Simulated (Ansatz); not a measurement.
Saddle point of BH$_{4}$SeBr, closed shell (BH₂Br ([BH2][Br]) + H₂Se → BH₃Se ([BH2][SeH]) + HBr; bonds formed: Br2–H5; dative contacts that become bonds: B1–Se6; bonds broken: B1–Br2, H5–Se6), PBE0-D4/def2-TZVP structure:

```xyz
7
angstrom
B -0.2417 -0.7487 -0.2190
Br -0.7505 0.1428 1.8493
H -1.2594 -0.6452 -0.8229
H 0.2339 -1.7948 0.0874
H 0.4523 0.8045 1.0300
Se 1.2292 0.6017 -0.6962
H 0.3361 1.6396 -1.2287
```

Energies are electronic, without zero-point energy. Barriers and step energies count from the start structure reached by relaxing down the imaginary mode; all methods use the PBE0-D4 structures, on which another method's saddle can fall below an end. Ansatz 0.2.0; basis: def2-TZVPP, with def2-QZVPP for the basis limit; cores frozen in the correlated methods. Filled d shells of the heavier atoms are correlated. The def2 sets are not built for correlating such inner shells, so the correlated values are less sure here. B3LYP uses VWN-RPA correlation. Extrapolation: Hartree–Fock as exp(−7.88 √X), correlation as X^−2.97.

```csv
method,barrier (kcal/mol),step energy (kcal/mol)
SPW92,11.86,13.14
PBE-D4,13.66,8.25
BLYP-D4,14.71,4.06
r2SCAN-D4,15.53,7.51
B97M-V,?,5.47
PBE0-D4,16.83,8.42
B3LYP-D4,17.31,4.58
r2SCAN0-D4,17.80,7.84
BHLYP-D4,21.13,4.64
CAM-B3LYP-D4,?,4.98
wB97X-V,20.61,6.82
wB97M-V,19.43,6.59
B2PLYP,18.28,4.32
PBE-QIDH,19.01,8.29
RPA on PBE,18.71,5.00
HF,27.37,-1.58
MP2,?,7.51
CCSD,21.35,4.99
CCSD(T),19.48,5.80
```

Question: Fill in the withheld barriers. (To be estimated.)

Answer: The calculation gives: MP2 18.40; B97M-V 19.03; CAM-B3LYP-D4 19.57 kcal/mol. Each is the energy of the saddle less that of the start structure, by the same method.

For comparison, the barrier by CCSD(T) at an estimated basis limit (MP2 extrapolated from triple and quadruple zeta, plus CCSD(T) − MP2 in triple zeta) is 18.58 kcal/mol.

T1 diagnostic: at most 0.011.

Labels in which every atom is bracketed show which atoms are joined, not bond orders.

For scale, one of the runs: CCSD(T)/def2-TZVPP, 183 basis functions, launched by `ansatz run in.yaml --threads 4 --pin off --events-out ev --progress --plain --max-ram 9574MiB`. The run took 52 s on 4 CPU threads of an Arm Neoverse V2 (shared host), with 1.9 GiB of host memory at its peak.
